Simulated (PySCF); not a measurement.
Ionisation energy of Br³⁺ by level of theory

Br³⁺ [Ar] 3d10 4s2 4p2 [4p1/2^2, M_J = 0] → Br⁴⁺ [Ar] 3d10 4s2 4p1 [4p1/2^1, M_J = 1/2], as a difference of total energies. Calculation: PySCF 2.14, in x2c-QZVPPall-2c (11s10p5d4f1g, 103 functions); the two-component X2C-1e Hamiltonian. Correlated levels: [Ne] frozen; the 8 highest virtual spinors dropped. "Screened" scales the spin-orbit matrix elements by Boettger's factors to mimic the two-electron term; Breit and QED terms are absent.

```
                    method  ionisation energy (eV)
           GHF (spin-free)                  46.076
          GMP2 (spin-free)                  46.899
 GHF (screened spin-orbit)                  45.900
GMP2 (screened spin-orbit)                  46.712
```

Question: How much does correlation contribute at GMP2 (screened spin-orbit)?

Answer: 46.712 − (45.900) = 0.812 eV, measured against GHF (screened spin-orbit).

The spin-free rows relax to the high-spin LS determinant and lack the spin-orbit shift.

Errors of the correlated levels include the incompleteness of this basis and the frozen core.

The labels give the starting determinants; with spin-orbit coupling the two ends relaxed to ⟨J²⟩ = 1.43, ⟨L²⟩ = 1.99, ⟨S²⟩ = 1.96 and ⟨J²⟩ = 0.78, ⟨L²⟩ = 2.03, ⟨S²⟩ = 0.76.

The determinant of Br³⁺ mixes levels of different J (the jj label is only the starting occupation), so the difference between spin-free and spin-orbit rows is not the physical spin-orbit shift.

For comparison: 47.782 ± 0.012 eV (measured; NIST Atomic Spectra Database, ionization energies).
